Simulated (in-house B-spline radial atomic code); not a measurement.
The numbers below are computed, except where a source is named.
# Co ion on C atom: potential, deflection and energy transfer

The pair potential comes from two frozen, spherical free-atom densities (PBE, B-spline radial code, scalar-relativistic past argon): electrostatics plus the change in Thomas-Fermi kinetic and Dirac exchange energy where they overlap, the recipe behind the universal ZBL potential, which averages such potentials (from solid-state densities) over many pairs. It is written V = (Z1 Z2 e²/r) φ(r/a), with e² = 14.3996 eV·Å and a = 0.46850 Å/(Z1^0.23 + Z2^0.23); ZBL's fit is φ = 0.18175 e^(−3.1998x) + 0.50986 e^(−0.94229x) + 0.28022 e^(−0.4029x) + 0.02817 e^(−0.20162x). Where φ falls below 4e-4 it is continued as an exponential.

Masses 58.93 and 12.01 u.

| x = r/a | φ, this pair | φ, ZBL |
| --- | --- | --- |
| 0.1 | 0.894 | 0.8928 |
| 0.25 | 0.7759 | 0.7647 |
| 0.5 | 0.6306 | 0.6096 |
| 1 | 0.4391 | 0.4164 |
| 1.5 | 0.3219 | 0.2995 |
| 2 | 0.2419 | 0.2218 |
| 3 | 0.1449 | 0.1292 |
| 4 | 0.08983 | 0.08026 |
| 5 | 0.05756 | 0.05224 |
| 6.5 | 0.03248 | 0.02914 |
| 8 | 0.01962 | 0.01705 |
| 10 | 0.01009 | 0.008778 |
| 12 | 0.005085 | 0.00474 |
| 14.5 | 0.002145 | 0.002328 |
| 17 | 0.000905 | 0.001212 |

(1) At x = 1 the electrostatic, kinetic and exchange parts are 5838.34, 2243.53 and -114.82 eV. Find r, V and φ.

(2) The ion comes in at 10.72 keV with impact parameter 0.6428 Å. The scattering integral gives a centre-of-mass angle of 11.67° and a closest approach of 5.265 a. What are the reduced energy, the energy passed on and the laboratory angles?

## Answers

(1) a = 0.46850/(2.1341 + 1.5100) = 0.12856 Å, so r = 0.12856 Å. V = 5838.34 + 2243.53 + (-114.82) = 7967.05 eV. The bare repulsion is 27 × 6 × 14.3996/0.12856 = 18144 eV, so φ = 0.4391, +5.4 % against ZBL's 0.4164. The kinetic (Pauli) term is 28 % of V here.

(2) ε = E a M2/(Z1 Z2 e² (M1 + M2)) = 10720 × 9.3305e-06 = 0.1. The most that one collision can pass on is γE with γ = 4 M1 M2/(M1 + M2)² = 0.5625. Here T = γE sin²(θ/2) = 0.5625 × 10720 × 0.01034 = 62.34 eV. The ion turns by arctan(sin θ/(cos θ + M1/M2)) = 2.0°, and the struck atom leaves at (180° − θ)/2 = 84.2°. The closest approach is 0.677 Å. With ZBL the angle would be 10.78° and T = 53.23 eV.
